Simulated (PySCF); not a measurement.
# How methods differ on the excitation energy of Pb

Pb [Xe] 4f14 5d10 6s2 6p2 (3P) → Pb [Xe] 4f14 5d10 6s1 6p3 (5S), as a difference of total energies. Computed with PySCF 2.14 in def2-TZVPPD with the def2 core potential (60 electrons), with a scalar-relativistic core potential. Correlated levels: valence and next inner shell: nothing frozen outside the core potential. The calculations carry no spin-orbit coupling.

```csv
method,excitation energy (eV)
UHF,4.695
MP2 (valence and next inner shell),6.449
SCS-MP2 (valence and next inner shell),6.586
CCSD (valence and next inner shell),6.145
CCSD(T) (valence and next inner shell),6.211
```

Q: How much does correlation contribute at CCSD(T) (valence and next inner shell)?

A: 6.211 − (4.695) = 1.516 eV, measured against UHF.

Spin-orbit coupling is strong in these open shells (close to jj coupling). The scalar numbers leave it out and a first-order estimate fails, so it can dominate the gap to the real levels.
